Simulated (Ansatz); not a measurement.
Frontier orbitals of C2H3AlCl2O, SMILES `ClC1[CH2][Al]([Cl])[O]1`.

Cartesian coordinates in Å:
```
Cl -0.258 0.832 2.234
C 0.179 0.819 0.480
C -0.860 0.017 -0.330
Al 0.681 -1.131 -0.546
Cl 1.499 -2.856 -1.348
O 1.417 0.182 0.298
H 0.253 1.871 0.203
H -1.736 -0.288 0.235
H -1.175 0.553 -1.228
```

The species carries charge 0 and has multiplicity 1. The structure was optimised at the PBE0-D4/def2-TZVP level. Basis def2-TZVPP, Ansatz 0.2.0.

Orbital energies of one run (eV). Highest occupied ones, from the top: -7.51, -7.97, -8.27, -8.46, -9.04, -9.53, -9.62, -10.70, -11.42, -12.29, -12.74, -13.47, -16.37, -19.88. Empty: -1.12, -0.94, 0.26, 0.63, 1.49, 2.46.

Which functional gave them?
A. r2SCAN
B. r2SCANh
C. BLYP
D. LC-ωPBE

B. HOMO energies: r2SCANh -7.51, BLYP -6.60, LC-ωPBE -10.83, r2SCAN -7.02 eV.

LC-ωPBE has ω = 0.4 bohr⁻¹.
